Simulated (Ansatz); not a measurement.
Geometry optimisation, RKS r2SCAN-D4/def2-SVP (Ansatz).

Input:

```yaml
crystal:
  periodic: [false, false, false]
  atoms:
    - { symbol: B, position_ang: [0.0, 0.0, 0.0] }
    - { symbol: H, position_ang: [0.0, 0.0, 1.54] }
    - { symbol: F, position_ang: [1.1431, 0.0, -0.66] }
    - { symbol: Cl, position_ang: [-1.6108, 0.0, -0.93] }
    - { symbol: S, position_ang: [-0.2805, -2.0593, 0.6906] }
    - { symbol: H, position_ang: [-0.8397, -2.8254, -0.3392] }
    - { symbol: H, position_ang: [-0.1181, -0.8671, 1.6662] }
basis:
  gaussian: { orbitals: def2-SVP }
hamiltonian:
  xc: r2scan
  dispersion: d4
relax:
  f_tol: 0.15
  max_steps: 25
  restrain:
    - { distance: [0, 4], at: 1.89, k: 30.0 }
    - { distance: [6, 1], at: 0.66, k: 30.0 }
    - { distance: [0, 1], at: 2.39, k: 30.0 }
    - { distance: [6, 4], at: 2.6, k: 30.0 }
```

Launched with:

```bash
$ ansatz run input.yaml --threads 2 --pin off --max-ram 3072MiB --backend cpu --events-out ev --progress --plain --runs-dir out
```

Q: Where does it end, and by what steps?

A: The run converged. The restraints hold the end off the free minimum. After 9 steps the energy has fallen by 3.826 eV (the restraints' own energy left out); S5 moved furthest, 0.82 Å. Parted: S5–H7 (1.55 → 2.61 Å).

| step | energy less start (eV) | largest force component (eV/Å) | accepted |
| --- | --- | --- | --- |
| 0 | 0.0000 | 4.564 | yes |
| 1 | -0.9350 | 5.407 | yes |
| 2 | -1.8274 | 4.763 | yes |
| 3 | -2.9365 | 2.947 | yes |
| 4 | -3.5596 | 3.804 | yes |
| 5 | -3.7834 | 1.581 | yes |
| 6 | -3.7576 | 1.271 | yes |
| 7 | -3.7686 | 2.114 | yes |
| 8 | -3.8149 | 1.910 | yes |
| 9 | -3.8264 | 1.829 | yes |

```xyz
7
Properties=species:S:1:pos:R:3
B -0.009 -0.601 -0.400
H -0.125 0.193 1.862
F 1.085 0.134 -0.423
Cl -1.535 0.111 -0.908
S 0.151 -2.389 0.078
H -1.152 -2.675 -0.125
H -0.122 -0.524 1.883
```

Time of the run: 27 s on 2 threads of Arm Neoverse V2, with other jobs on the host, peak memory 0.16 GiB.
